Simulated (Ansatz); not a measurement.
A CCSD(T) single point on `S[CH2][ZnH]`.

```yaml
crystal:
  periodic: [false, false, false]
  atoms:
    - {symbol: S, position_ang: [-1.547159, 0.658456, -0.429627]}
    - {symbol: C, position_ang: [-0.126721, 0.308531, 0.655816]}
    - {symbol: Zn, position_ang: [1.295944, -0.457899, -0.434545]}
    - {symbol: H, position_ang: [-1.668036, -0.546190, -1.010473]}
    - {symbol: H, position_ang: [-0.443132, -0.267929, 1.525569]}
    - {symbol: H, position_ang: [0.187345, 1.291754, 1.015988]}
    - {symbol: H, position_ang: [2.362959, -1.054724, -1.368428]}
basis:
  gaussian: {orbitals: def2-TZVPP}
correlation: {method: ccsd_t, frozen_orbitals: {C: 1, H: 0, S: 5, Zn: 9}}
output: {orbitals: {seedname: orbitals}}
```

```sh
$ ansatz run in.yaml --threads 2 --pin off --events-out ev --progress --plain --max-ram 4352MiB
```

The program prints (abridged):

```
Functional definition: HF
1182 factors; integrals over basis functions are off by at most 9.9e-4 eV
mean field evaluation 1: about -60285.2671 eV, gradient 2.5e1 eV
mean field evaluation 2: about -60285.5568 eV, gradient 2.5e1 eV
mean field evaluation 4: about -60287.3957 eV, gradient 5.6e0 eV
mean field evaluation 8: about -60287.4478 eV, gradient 4.9e-1 eV
mean field -60287.44855632 eV, -2215.5228701443 hartree, gradient 1.1e-6 eV, S^2 0.000000; 0 other end points of the search recorded, 0 dependent functions left out
15 core orbitals not correlated: weight in the atoms' cores, before any rotation towards them, 1.000 or more for the frozen orbitals, at most 0.000 for the correlated occupied ones
reference -60287.44855632 eV, -2215.5228701443 hartree; 13, 13 occupied and 165, 165 virtual orbitals, 1182 factors
second order -23.79285599 eV of doubles, -0.00000000 eV of singles
cycle   1  -22.54122766 eV  change     1.3e0 eV  update   1.2e-1
cycle   2  -23.25253756 eV  change   -7.1e-1 eV  update   5.0e-2
cycle   3  -23.41656752 eV  change   -1.6e-1 eV  update   2.1e-2
cycle   4  -23.38854909 eV  change    2.8e-2 eV  update   6.1e-3
cycle   5  -23.38304053 eV  change    5.5e-3 eV  update   2.4e-3
cycle   6  -23.38474620 eV  change   -1.7e-3 eV  update   8.4e-4
cycle   7  -23.38451810 eV  change    2.3e-4 eV  update   3.4e-4
cycle   8  -23.38420611 eV  change    3.1e-4 eV  update   1.2e-4
cycle   9  -23.38429841 eV  change   -9.2e-5 eV  update   5.4e-5
cycle  10  -23.38433991 eV  change   -4.2e-5 eV  update   2.2e-5
cycle  11  -23.38430044 eV  change    3.9e-5 eV  update   1.0e-5
cycle  12  -23.38431384 eV  change   -1.3e-5 eV  update   4.7e-6
perturbative correction -0.86555663 eV, -0.0318086193 hartree
Total energy: -60311.69842678 eV, -2216.4140364468 hartree
```

Run time 78 s (2 threads of an Arm Neoverse V1 on a shared host); peak host memory 2 GiB.

Correlation energy per correlated electron: -0.933 eV. T1 diagnostic: 0.0143.
